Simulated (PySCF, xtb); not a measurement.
AlF₂H₃O₂Si, SMILES [OH][Al]([OH])[SiH](F)F.

GFN2-xTB (xtb 6.7.1) at its own geometry gives an orbital gap of 4.27 eV and a dipole moment of 3.65 D.

Coordinates come from a ωB97X-D3(BJ)/def2-SVP optimisation. The structure was generated by enumeration; whether it is a known compound was not checked. The values are those of a single conformer.

What does PBE/def2-TZVP in PySCF give? (Estimate from the structure and the level; the computed values follow.)

gap 4.97 eV (levels -7.06 and -2.09 eV), dipole 3.85 D.
